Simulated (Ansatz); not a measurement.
A run for Ansatz (a first-principles code): R-PBE0/def2-TZVPPD on GeH3I (SMILES [GeH3][I]). Elements past Kr take the def2 small-core potentials; no spin–orbit coupling. Files ending in .json are basis or fitting sets from the Basis Set Exchange.

Ansatz 0.2 input:
```yaml
crystal:
  periodic: [false, false, false]
  atoms:
    - {symbol: Ge, position_ang: [-0.96600186, 1.13646228, 0.75836400]}
    - {symbol: I, position_ang: [0.21707571, -0.99698389, 0.05100314]}
    - {symbol: H, position_ang: [0.06753316, 2.02844844, 1.45395229]}
    - {symbol: H, position_ang: [-1.50920238, 1.79794611, -0.51394375]}
    - {symbol: H, position_ang: [-2.09978816, 0.74160661, 1.71023897]}
basis:
  gaussian:
    orbitals: def2-TZVPPD.json
hamiltonian:
  xc: {name: PBE0}
scf: {lower_state_search: off}
```

Output:

```
WARN ansatz: RAYON_NUM_THREADS=1 ignored (pool sized by the plan → 1); use --threads N
Functional definition: PBE0
these checks for a lower state are left out or cut short: stability, starts, cluster_reference, orbital_swaps, neighbouring_geometries, increment
integrals: 0.08 GiB planned
1062 factors; their error is unknown
mean field: 0.75 GiB planned
mean field evaluation 1: about -64661.4513 eV, gradient 1.7e1 eV
mean field evaluation 2: about -64661.5367 eV, gradient 1.8e1 eV
mean field evaluation 4: about -64661.7354 eV, gradient 7.8e-1 eV
mean field evaluation 8: about -64662.2013 eV, gradient 6.6e-1 eV
mean field evaluation 16: about -64662.2016 eV, gradient 3.7e-5 eV
mean field -64662.20164674 eV, -2376.2920809034 hartree, gradient 1.7e-6 eV, S^2 0.000000; 0 other end points of the search recorded, 0 dependent functions left out
reference -64662.20167824 eV, -2376.2920820609 hartree; 30, 30 occupied and 134, 134 virtual orbitals, 1062 factors
Total energy: -64662.20167824 eV, -2376.2920820609 hartree
Checks for a lower state left out: stability, starts, cluster_reference, orbital_swaps, neighbouring_geometries, increment
```

Self-consistency was reached.

Cost: roughly 2.9 core-seconds.
